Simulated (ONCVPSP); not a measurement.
# Cd: excitation energies, all-electron against ONCV

Cd (Z = 48), optimised norm-conserving Vanderbilt (ONCV), made with ONCVPSP 4.0.1 (PBEsol, scalar-relativistic). Core [Ar] 3d10, reference 4s2 4p6 4d10 5s1 (charge +1). Waves: 4s+5s: rc 1.70 bohr, ncon 3, nbas 6, qcut 8 1/bohr, 2 projectors; 4p: rc 1.05 bohr, ncon 5, nbas 8, qcut 8.5 1/bohr, 1 projector; 4d: rc 1.05 bohr, ncon 5, nbas 9, qcut 15.6 1/bohr, local. Local part: the d channel. Core correction: none.

Energies are relative to the spin-unpolarised reference configuration 4s2 4p6 4d10 5s1; without spin polarisation the order of configurations can differ from experiment.

```csv
valence configuration,charge,ΔE all-electron (eV),error AE − PS (meV)
4s2 4p6 4d10 5s0,+2,17.097,-3.6
4s2 4p6 4d9 5s0,+3,55.095,-6.3
4s2 4p6 4d10 5s1 5p1,0,-4.580,+14
```

What are ΔE and the potential's error for 4s2 4p6 4d10 5s2?

ΔE = -9.309 eV all-electron; the error (AE − PS) is +1.3 meV.
